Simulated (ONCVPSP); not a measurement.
## Pseudopotential generation for ytterbium: ONCV, PBE, scalar-relativistic.

Input for ONCVPSP 4.0.1:

```
# ATOM AND REFERENCE CONFIGURATION
# atsym  z   nc   nv     iexc    psfile
  Yb 70.00   10    5        4      upf
#
#   n    l    f
    1    0    2.00
    2    0    2.00
    2    1    6.00
    3    0    2.00
    3    1    6.00
    3    2   10.00
    4    0    2.00
    4    1    6.00
    4    2   10.00
    4    3   13.00
    5    0    2.00
    5    1    6.00
    5    2    1.00
    6    0    1.75
    6    1    0.25
#
# PSEUDOPOTENTIAL AND OPTIMIZATION
# lmax
    2
#
#   l,   rc,      ep,       ncon, nbas, qcut
    0    2.15    0.00    3    7    5.40
    1    2.80    0.00    3    7    5.90
    2    2.55    0.00    4    9    6.50
#
# LOCAL POTENTIAL
# lloc, lpopt,  rc(5),   dvloc0
    4    5    1.85   -1.00
#
# VANDERBILT-KLEINMAN-BYLANDER PROJECTORs
# l, nproj, debl
    0    3    3.70
    1    2    0.50
    2    2    1.20
#
# MODEL CORE CHARGE
# icmod, fcfact, rcfact
    0    0.00    0.00
#
# LOG DERIVATIVE ANALYSIS
# epsh1, epsh2, depsh
   -4.00    5.00    0.02
#
# OUTPUT GRID
# rlmax, drl
    6.00    0.01
#
# TEST CONFIGURATIONS
# ncnf
    4
# nvcnf
#   n    l    f
    5
    5    0    2.00
    5    1    6.00
    5    2    1.00
    6    0    2.00
    6    1    0.00
#
    5
    5    0    2.00
    5    1    6.00
    5    2    1.00
    6    0    1.00
    6    1    0.00
#
    5
    5    0    2.00
    5    1    6.00
    5    2    1.00
    6    0    0.00
    6    1    0.00
#
    5
    5    0    2.00
    5    1    5.00
    5    2    1.00
    6    0    2.00
    6    1    0.00
#
```

Command:

```bash
oncvpsp.x < Yb.dat > Yb.out
```

The program printed (shortened: citation, most of the input echo, consistency checks and plot data are left out):

```
ONCVPSP  (Optimized Norm-Conservinng Vanderbilt PSeudopotential)
scalar-relativistic version 4.0.1

#   n    l    f        energy (Ha)
    1    0    2.00    -2.2510088E+03
    2    0    2.00    -3.8161113E+02
    2    1    6.00    -3.3632538E+02
    3    0    2.00    -8.6259978E+01
    3    1    6.00    -7.2611694E+01
    3    2   10.00    -5.6005907E+01
    4    0    2.00    -1.7209966E+01
    4    1    6.00    -1.2726510E+01
    4    2   10.00    -6.8274186E+00
    4    3   13.00    -3.6680092E-01
    5    0    2.00    -2.1944249E+00
    5    1    6.00    -1.1536234E+00
    5    2    1.00    -7.8782698E-02
    6    0    1.75    -1.7623675E-01
    6    1    0.25    -5.5527272E-02

Reference configufation results
  iterations    37
  all-electron total energy (Ha)   -1.40595895D+04

Begin loop to  construct optimized pseudo wave functions
and semi-local pseudopoentials for all angular momenta

   Wellstate for l =  0  n =  8
     eigenvalue =   3.5238
     asymptotic potential =   4.0238
     half-point radius =  3.5545

Calculating optimized projector #   1

 for l=   0

    Fraction of norm inside rc  0.977702
    Optimizing pswf for qcut=   5.41 a_B^-1,  ecut=  14.63 Ha
    Residual kinetic energy error=  1.93D-06 Ha

    Energy error per electron        Cutoff
         Ha          eV             Ha
         0.01000     0.27211        3.74
         0.00100     0.02721        7.76
         0.00010     0.00272       10.96
         0.00001     0.00027       13.26

Calculating optimized projector #   2

 for l=   0

    Fraction of norm inside rc  0.088867
    Optimizing pswf for qcut=   5.41 a_B^-1,  ecut=  14.63 Ha
    Residual kinetic energy error=  4.02D-06 Ha

    Energy error per electron        Cutoff
         Ha          eV             Ha
         0.01000     0.27211        3.07
         0.00100     0.02721        8.00
         0.00010     0.00272       11.38
         0.00001     0.00027       13.88

Calculating optimized projector #   3

 for l=   0

    Fraction of norm inside rc  0.134814
    Optimizing pswf for qcut=   5.41 a_B^-1,  ecut=  14.63 Ha
    Residual kinetic energy error=  2.43D-04 Ha

    Energy error per electron        Cutoff
         Ha          eV             Ha
         0.01000     0.27211       10.38
         0.00100     0.02721       12.90
         0.00010     0.00272       23.23
         0.00001     0.00027       51.36

Calculating optimized projector #   1

 for l=   1

    Fraction of norm inside rc  0.984627
    Optimizing pswf for qcut=   5.91 a_B^-1,  ecut=  17.45 Ha
    Residual kinetic energy error=  8.64D-10 Ha

    Energy error per electron        Cutoff
         Ha          eV             Ha
         0.01000     0.27211        7.07
         0.00100     0.02721        9.32
         0.00010     0.00272       11.22
         0.00001     0.00027       12.95

Calculating optimized projector #   2

 for l=   1

    Fraction of norm inside rc  0.066859
    Optimizing pswf for qcut=   5.91 a_B^-1,  ecut=  17.45 Ha
    Residual kinetic energy error=  2.02D-10 Ha

    Energy error per electron        Cutoff
         Ha          eV             Ha
         0.01000     0.27211        4.42
         0.00100     0.02721        6.89
         0.00010     0.00272        9.07
         0.00001     0.00027       10.88

   Wellstate for l =  2  n =  7
     eigenvalue =   1.1212
     asymptotic potential =   1.6212
     half-point radius =  5.6374

Calculating optimized projector #   1

 for l=   2

    Fraction of norm inside rc  0.513110
    Optimizing pswf for qcut=   6.49 a_B^-1,  ecut=  21.09 Ha
    Residual kinetic energy error=  6.92D-09 Ha

    Energy error per electron        Cutoff
         Ha          eV             Ha
         0.01000     0.27211        7.52
         0.00100     0.02721       10.70
         0.00010     0.00272       13.41
         0.00001     0.00027       15.82

Calculating optimized projector #   2

 for l=   2

    Fraction of norm inside rc  0.136534
    Optimizing pswf for qcut=   6.49 a_B^-1,  ecut=  21.09 Ha
    Residual kinetic energy error=  1.39D-08 Ha

    Energy error per electron        Cutoff
         Ha          eV             Ha
         0.01000     0.27211        8.23
         0.00100     0.02721       11.34
         0.00010     0.00272       14.02
         0.00001     0.00027       16.34

Construct Vanderbilt / Kleinmman-Bylander projectors

B matrix Hermiticity error, ll=   0
   1   2    1.9915E-04
   1   3    7.4712E-04
   2   3   -1.8640E-04

  Orthonormal projector coefficients  6.6395E+00  1.9460E+00  3.8391E-01

B matrix Hermiticity error, ll=   1
   1   2    5.7866E-05

  Orthonormal projector coefficients  2.3761E+00  4.4466E-01

B matrix Hermiticity error, ll=   2
   1   2   -6.3862E-05

  Orthonormal projector coefficients  1.6361E+00  3.4142E-01

Pseudoatom total energy  -41.243344

Diagnostic tests using Vanderbilt-Kleinman-Bylander pseudopotentials
  1 or more projectors used as specified by nproj input data

   l    rcore       rmatch      e in        delta e   norm test  slope test

   0   2.1528477   2.2182128  -2.1944249   0.0000058   1.0001932   1.0001808
   0   2.1528477   2.2182128  -0.1762367   0.0000041   1.0000412   1.0000030
   0   2.1528477   2.2182128   3.5237632   0.0000053   1.0003380   1.0003380

   1   2.8010732   2.8861198  -1.1536234   0.0000005   1.0001164   1.0001103
   1   2.8010732   2.8861198  -0.0555273   0.0000006   1.0000144   1.0000094

   2   2.5606767   2.6384244  -0.0787827   0.0000006   1.0000308   1.0000351
   2   2.5606767   2.6384244   1.1212173   0.0000105   1.0001558   1.0001558

 Testing for bound ghosts
   n   l    E NL Schr. Eq   E Basis Diag.   E Cutoff

   1   0       -2.194419       -2.194423     57.23
   2   0       -0.176233       -0.155049     57.23

   2   1       -1.153623       -1.153621     28.73
   3   1       -0.055527       -0.035709     28.73

   3   2       -0.078782       -0.075115     67.51

 Testing for highly-localized positive-energy ghosts
       l    <radius>/rc     E Basis Diag.   E Cutoff

       0        0.827586        9.038025     57.23  WARNING - GHOST(+)

Test configuration 0

   n   l     f        eae           eps        diff
   1   0  2.0000-2251.00876415
   2   0  2.0000 -381.61113436
   2   1  6.0000 -336.32538027
   3   0  2.0000  -86.25997827
   3   1  6.0000  -72.61169405
   3   2 10.0000  -56.00590672
   4   0  2.0000  -17.20996606
   4   1  6.0000  -12.72650987
   4   2 10.0000   -6.82741856
   4   3 13.0000   -0.36680092
   5   0  2.0000   -2.19442494   -2.19441912    5.81D-06
   5   1  6.0000   -1.15362343   -1.15362291    5.26D-07
   5   2  1.0000   -0.07878270   -0.07878213    5.63D-07
   6   0  1.7500   -0.17623675   -0.17623260    4.14D-06
   6   1  0.2500   -0.05552727   -0.05552668    5.87D-07

    Total energies and differences
      AE_ref= -1.40595895D+04  AE_tst= -1.40595895D+04  dif=  0.00D+00
      PS_ref= -4.12433441D+01  PS_tst= -4.12433441D+01  dif= -9.95D-14
      PSP excitation error=  9.95D-14

Test configuration 1

   n   l     f        eae           eps        diff
   1   0  2.0000-2250.99505482
   2   0  2.0000 -381.59758084
   2   1  6.0000 -336.31182457
   3   0  2.0000  -86.24646527
   3   1  6.0000  -72.59818079
   3   2 10.0000  -55.99239347
   4   0  2.0000  -17.19641484
   4   1  6.0000  -12.71295355
   4   2 10.0000   -6.81386260
   4   3 13.0000   -0.35324521
   5   0  2.0000   -2.18073494   -2.18023306    5.02D-04
   5   1  6.0000   -1.14000597   -1.13970133    3.05D-04
   5   2  1.0000   -0.06836969   -0.06834567    2.40D-05
   6   0  2.0000   -0.16808910   -0.16809588   -6.78D-06

    Total energies and differences
      AE_ref= -1.40595895D+04  AE_tst= -1.40596194D+04  dif= -2.99D-02
      PS_ref= -4.12433441D+01  PS_tst= -4.12732860D+01  dif= -2.99D-02
      PSP excitation error=  9.22D-06

Test configuration 2

   n   l     f        eae           eps        diff
   1   0  2.0000-2251.24151203
   2   0  2.0000 -381.84271269
   2   1  6.0000 -336.55703023
   3   0  2.0000  -86.49121121
   3   1  6.0000  -72.84293553
   3   2 10.0000  -56.23713252
   4   0  2.0000  -17.44128532
   4   1  6.0000  -12.95784798
   4   2 10.0000   -7.05873097
   4   3 13.0000   -0.59801749
   5   0  2.0000   -2.42579915   -2.42774662   -1.95D-03
   5   1  6.0000   -1.38505784   -1.38620737   -1.15D-03
   5   2  1.0000   -0.29234559   -0.29240584   -6.03D-05
   6   0  1.0000   -0.37011650   -0.36975840    3.58D-04

    Total energies and differences
      AE_ref= -1.40595895D+04  AE_tst= -1.40593528D+04  dif=  2.37D-01
      PS_ref= -4.12433441D+01  PS_tst= -4.10066644D+01  dif=  2.37D-01
      PSP excitation error=  5.61D-05

Test configuration 3

   n   l     f        eae           eps        diff
   1   0  2.0000-2251.53481583
   2   0  2.0000 -382.13406397
   2   1  6.0000 -336.84851074
   3   0  2.0000  -86.78148498
   3   1  6.0000  -73.13322830
   3   2 10.0000  -56.52747279
   4   0  2.0000  -17.73190881
   4   1  6.0000  -13.24857783
   4   2 10.0000   -7.34952784
   4   3 13.0000   -0.88859734
   5   0  2.0000   -2.71699006   -2.72356747   -6.58D-03
   5   1  6.0000   -1.67459874   -1.67850485   -3.91D-03
   5   2  1.0000   -0.55471726   -0.55481050   -9.32D-05

    Total energies and differences
      AE_ref= -1.40595895D+04  AE_tst= -1.40588711D+04  dif=  7.18D-01
      PS_ref= -4.12433441D+01  PS_tst= -4.05258430D+01  dif=  7.18D-01
      PSP excitation error=  8.51D-04

Test configuration 4

   n   l     f        eae           eps        diff
   1   0  2.0000-2251.46141166
   2   0  2.0000 -382.04986937
   2   1  6.0000 -336.76576548
   3   0  2.0000  -86.68686862
   3   1  6.0000  -73.03884745
   3   2 10.0000  -56.43372526
   4   0  2.0000  -17.64042630
   4   1  6.0000  -13.15833820
   4   2 10.0000   -7.26050477
   4   3 13.0000   -0.79518965
   5   0  2.0000   -2.61118315   -2.64004556   -2.89D-02
   5   1  5.0000   -1.55050762   -1.56773205   -1.72D-02
   5   2  1.0000   -0.39082690   -0.39572003   -4.89D-03
   6   0  2.0000   -0.42341953   -0.42585546   -2.44D-03

    Total energies and differences
      AE_ref= -1.40595895D+04  AE_tst= -1.40582831D+04  dif=  1.31D+00
      PS_ref= -4.12433441D+01  PS_tst= -3.99275487D+01  dif=  1.32D+00
      PSP excitation error= -9.44D-03
```

The run took about 7.8 s on one core of a shared server CPU.
